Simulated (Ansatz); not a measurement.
`[CH3][GeH2][SiH2]Cl` → `[CH2]` (triplet) + `Cl[SiH2][GeH3]`  (formal loss of a carbene)

Calculated with Ansatz (gas phase, PBE0-D4/def2-TZVP geometries, no zero-point term in ΔE). CBS: MP2 limit from def2 TZ/QZ plus the TZ coupled-cluster correction, frozen cores. This one scheme is used for every species. Functionals use def2-TZVPP. B3LYP here is the variant with VWN-RPA as its local correlation; programs differ in this. Triplets are unrestricted, without spin–orbit coupling. For Ge outer-core shells are correlated without core-valence functions, which leaves a few kJ/mol of doubt a bond. Scalar relativity is left out up to krypton. One conformer a species, not always the lowest.

CCSD(T)/CBS gives +4.84 eV.

Another level gave +4.87 eV. Which?
A. B3LYP/def2-TZVPP
B. B2PLYP/def2-TZVPP
C. PBE0-D4/def2-TZVPP
D. PBE-D4/def2-TZVPP

D. PBE-D4 4.87, B2PLYP 4.72, B3LYP 4.62, PBE0-D4 4.79 eV.

Largest T1 diagnostic among the species: 0.011.

The D4 term adds +0.11 eV with B3LYP and +0.06 eV with PBE0; it sums over pairs of atoms, weighted by their polarisabilities, and B3LYP, whose exchange is more repulsive, gets the larger term. In def2-TZVPP, CCSD(T) changes the Hartree–Fock value by +1.47 eV (the triples alone add +0.12 eV) and MP2 by +1.64 eV. From PBE to PBE0 (25 % exact exchange), in def2-TZVPP and without D4, ΔE moves by −0.08 eV.
